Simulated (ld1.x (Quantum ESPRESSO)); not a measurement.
**Configuration tests for arsenic (As) (PAW)**

```
Element                 : arsenic (As)
Generator               : ld1.x (Quantum ESPRESSO) 7.5
Type                    : PAW
Functional              : PBE
Relativity              : scalar-relativistic
Frozen core             : [Ar]
Valence charge          : 15
Reference configuration : 3d10 4s2 4p2.5 (charge +0.5)
Partial waves           : 4s (bound): rcut 1.30, rcutus 1.70 bohr; 4s channel at -0.1 Ry: rcut 1.30, rcutus 1.70 bohr; 4p (bound): rcut 1.75, rcutus 2.00 bohr; 4p channel at 1.8 Ry: rcut 1.75, rcutus 2.00 bohr; 3d (bound): rcut 0.90, rcutus 1.25 bohr; 3d channel at -2.9 Ry: rcut 0.90, rcutus 1.25 bohr
Local potential         : all-electron potential smoothed inside 1.75 bohr (lloc = -1)
Core correction         : a·sin(br)/r model core inside 1.00 bohr
Augmentation charge     : PSQ, radius 1.00 bohr
```

Energies are relative to the spin-unpolarised reference configuration 3d10 4s2 4p2.5; without spin polarisation the order of configurations can differ from experiment.

| valence configuration | charge | ΔE all-electron (eV) | error AE − PS (meV) |
| --- | --- | --- | --- |
| 3d10 4s2 4p3 | 0 | -3.555 | +0.6 |
| 3d10 4s2 4p2 | +1 | 5.594 | -0.7 |
| 3d10 4s2 4p1 | +2 | 23.512 | -3.7 |
| 3d10 4s2 4p3.3 | -0.3 | -4.789 | +0.8 |
| 3d10 4s2 4p0 | +3 | 51.215 | -9.9 |
| 3d10 4s1 4p0 | +4 | 101.862 | -27 |

(1) What are ΔE and the potential's error for 3d9 4s2 4p4?

Levels in the configuration 3d9 4s2 4p4:

```csv
level,all-electron (eV),pseudo (eV)
3d,-51.323,-52.034
4s,-16.752,-16.763
4p,-6.464,-6.472
```

Results:

(1) ΔE = 36.543 eV all-electron; the error (AE − PS) is -357 meV.
